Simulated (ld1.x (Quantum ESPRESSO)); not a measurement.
## manganese: variants of one TM potential

Base potential:

* Element: manganese (Mn)
* Generator: ld1.x (Quantum ESPRESSO) 7.5
* Type: norm-conserving Troullier–Martins (Kleinman–Bylander form)
* Functional: PBE
* Relativity: scalar-relativistic
* Frozen core: [Ne]
* Valence charge: 15
* Reference configuration: 3s2 3p6 3d5 4s2 4p0
* Partial waves: 3p (bound): rc 1.25 bohr; 3d (bound): rc 1.00 bohr; 3s (bound): rc 0.95 bohr
* Local potential: the s channel
* Core correction: none

Occupied shells without a wave of their own: 4s. They enter only through the test configuration that unscreens the potential.

Cutoffs, loose and tight: the cutoffs (Ry, on a coarse ladder) from which the occupation-weighted sum of valence levels, in a spherical-Bessel basis at the reference potential, stays within 10 and 1 mRy of its value at 400 Ry. They do not see the model core or the augmentation charge, which bear on the density cutoff. Test errors are all-electron minus pseudo excitation energies from the reference, over the configurations 3s2 3p6 3d5 4s1 4p0; 3s2 3p6 3d5 4s0 4p0; 3s2 3p6 3d4 4s0 4p0; 3s2 3p6 3d6 4s0 4p0; 3s2 3p6 3d4 4s2 4p0; 3s2 3p6 3d3 4s0 4p0; 3s2 3p6 3d5.5 4s1.5 4p0. A dash means not determined; rows that change the core or the reference have their own tests.

On the changes marked as counting shells twice: ld1.x takes every shell without a wave as core, so the model core holds the marked electrons as well and exchange and correlation see them twice. This cancels in the reference configuration, but the file is broken for other ones, and its errors say nothing about a proper core correction.

```tsv
change	outcome	cutoff, loose	cutoff, tight	bound ghosts	largest test error (meV)
base	generated	180 Ry	300 Ry	none	-633
local potential all-electron potential smoothed inside 1.00 bohr (lloc = -1)	generated	180 Ry	300 Ry	none	-599
reference 3s2 3p6 3d5 4s1.5 4p0	generated	180 Ry	300 Ry	none	-229
all radii scaled by about 0.86 (s 0.82, p 1.08, d 0.86 bohr)	generated	230 Ry	over 300 Ry	none	-302
wave 3s (bound): rc 0.95 bohr becomes 3s (bound): rc 1.08 bohr	generated, misses its reference levels by 0.20 eV	180 Ry	260 Ry	none	-1441
core correction a·sin(br)/r model core inside 0.78 bohr (4s counted twice)	generated	180 Ry	300 Ry	none	-1755
functional revPBE	generated	180 Ry	300 Ry	none	-630
wave 3p (bound): rc 1.25 bohr becomes 3p (bound): rc 1.20 bohr	generated	180 Ry	300 Ry	none	-634
```

Task: What comes out with this change to the base: wave 3d (bound): rc 1.00 bohr becomes 3d (bound): rc 1.20 bohr?

Result: outcome: generated; cutoff, loose: 160 Ry; cutoff, tight: 260 Ry; bound ghosts: none; largest test error (meV): -613.
